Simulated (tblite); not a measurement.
Species: C6H8SSi.
Numbering: `[cH:1]1[cH:2][s:3][c:4]([C@H:5]2[CH2:6][SiH2:7]2)[cH:8]1` (hydrogens: H9 on C1; H10 on C2; H11 on C5; H12, H13 on C6; H14, H15 on Si7; H16 on C8)

Computed with GFN2-xTB (tblite), gas phase: L-BFGS steps from a force-field or distance-geometry start until the largest atomic force falls under 0.01 eV/Å.

Step 9: E = -594.0353 eV
```
atom  x, y, z in Å  |  force x, y, z in eV/Å
C1      2.6486   -0.0438   -0.4872    0.021  -0.012   0.033
C2      2.5744    0.3977    0.7903   -0.027  -0.021   0.046
S3      0.9484    0.4342    1.3635   -0.061  -0.066  -0.033
C4      0.3519   -0.1631   -0.1603   -0.072   0.018  -0.066
C5     -1.0672   -0.3152   -0.4416    0.047  -0.079  -0.026
C6     -2.0446   -0.7858    0.6505    0.071   0.068  -0.026
Si7    -2.3142    1.0063    0.1488    0.005  -0.040   0.020
C8      1.3862   -0.3563   -1.0318   -0.053  -0.007  -0.027
H9      3.5734   -0.1537   -1.0217    0.057   0.009  -0.056
H10     3.3676    0.6920    1.4454    0.026   0.019   0.048
H11    -1.2218   -0.7652   -1.4168   -0.030  -0.022   0.006
H12    -2.7450   -1.5557    0.3449    0.095   0.088   0.012
H13    -1.5842   -1.0212    1.6017   -0.022   0.041  -0.012
H14    -3.4180    1.3251   -0.7444    0.069  -0.013   0.081
H15    -1.7105    2.0267    0.9850   -0.112   0.020  -0.016
H16     1.2475   -0.7131   -2.0378   -0.013  -0.005   0.017
```

Step 10: E = -594.0373 eV
```
atom  x, y, z in Å  |  force x, y, z in eV/Å
C1      2.6477   -0.0458   -0.4888    0.064   0.015   0.069
C2      2.5745    0.3965    0.7896   -0.042  -0.027   0.050
S3      0.9466    0.4307    1.3626   -0.016  -0.040  -0.012
C4      0.3505   -0.1612   -0.1612   -0.007  -0.021  -0.103
C5     -1.0656   -0.3167   -0.4427   -0.027  -0.044  -0.014
C6     -2.0420   -0.7836    0.6519    0.069   0.030  -0.026
Si7    -2.3137    1.0057    0.1493    0.016  -0.012   0.010
C8      1.3842   -0.3577   -1.0330    0.008   0.014  -0.013
H9      3.5758   -0.1524   -1.0221   -0.009   0.005  -0.037
H10     3.3653    0.6932    1.4495   -0.010  -0.006  -0.008
H11    -1.2211   -0.7671   -1.4178   -0.031  -0.021   0.021
H12    -2.7412   -1.5525    0.3434    0.071   0.067   0.022
H13    -1.5837   -1.0205    1.6043   -0.018   0.045  -0.030
H14    -3.4174    1.3253   -0.7429    0.059  -0.015   0.072
H15    -1.7146    2.0290    0.9858   -0.105   0.014  -0.021
H16     1.2472   -0.7140   -2.0394   -0.024  -0.004   0.020
```

Step 11: E = -594.0392 eV
```
atom  x, y, z in Å  |  force x, y, z in eV/Å
C1      2.6479   -0.0473   -0.4891    0.062   0.030   0.077
C2      2.5738    0.3950    0.7901   -0.035  -0.033   0.035
S3      0.9444    0.4267    1.3615    0.006  -0.021   0.002
C4      0.3494   -0.1601   -0.1640    0.017  -0.039  -0.071
C5     -1.0649   -0.3189   -0.4438   -0.043   0.009  -0.012
C6     -2.0383   -0.7811    0.6527    0.046  -0.011  -0.011
Si7    -2.3129    1.0050    0.1501    0.030   0.016   0.000
C8      1.3829   -0.3585   -1.0341    0.097   0.021  -0.035
H9      3.5776   -0.1511   -1.0232   -0.059   0.004  -0.011
H10     3.3630    0.6942    1.4530   -0.038  -0.025  -0.044
H11    -1.2210   -0.7693   -1.4184   -0.040  -0.030   0.013
H12    -2.7363   -1.5484    0.3425    0.030   0.029   0.023
H13    -1.5836   -1.0189    1.6060    0.005   0.044  -0.022
H14    -3.4157    1.3251   -0.7401    0.030  -0.013   0.048
H15    -1.7205    2.0314    0.9860   -0.087   0.019  -0.013
H16     1.2464   -0.7149   -2.0406   -0.021   0.000   0.024
```

Problem. Estimate the geometry and energy of step 12. (The exact step hangs on the optimiser's Hessian estimate; all steps are aligned on step 11, rigid shifts and turns removed.)

Solution. E = -594.0407 eV, largest force 0.117 eV/Å
```
atom  x, y, z in Å  |  force x, y, z in eV/Å
C1      2.6489   -0.0482   -0.4883    0.035   0.029   0.047
C2      2.5725    0.3930    0.7913   -0.023  -0.033   0.023
S3      0.9424    0.4227    1.3604    0.005  -0.010   0.005
C4      0.3489   -0.1598   -0.1676    0.057  -0.042  -0.034
C5     -1.0645   -0.3204   -0.4451   -0.026   0.047  -0.022
C6     -2.0343   -0.7790    0.6532    0.015  -0.029   0.003
Si7    -2.3117    1.0048    0.1507    0.039   0.026  -0.009
C8      1.3837   -0.3587   -1.0356    0.112   0.027  -0.021
H9      3.5784   -0.1499   -1.0244   -0.072   0.004   0.010
H10     3.3601    0.6946    1.4552   -0.042  -0.032  -0.049
H11    -1.2216   -0.7719   -1.4184   -0.049  -0.036  -0.002
H12    -2.7315   -1.5444    0.3422   -0.016  -0.015   0.018
H13    -1.5832   -1.0168    1.6070    0.035   0.037   0.000
H14    -3.4137    1.3248   -0.7368   -0.005  -0.009   0.017
H15    -1.7272    2.0339    0.9861   -0.061   0.035   0.004
H16     1.2453   -0.7157   -2.0414   -0.005   0.002   0.011
```

The energy changes by -0.0015 eV. The first-order estimate −F·Δx gives -0.0021 eV and the mean of the old and new forces, exact on a quadratic surface, -0.0015 eV. The step makes an angle of 55° with the force vector and moves no atom by more than 0.007 Å.

What follows is the cost of the whole relaxation. Time: 0.52 s wall. Hardware: one thread of an Arm Neoverse V2, shared host with 96 logical CPUs at a one-minute load of 50.
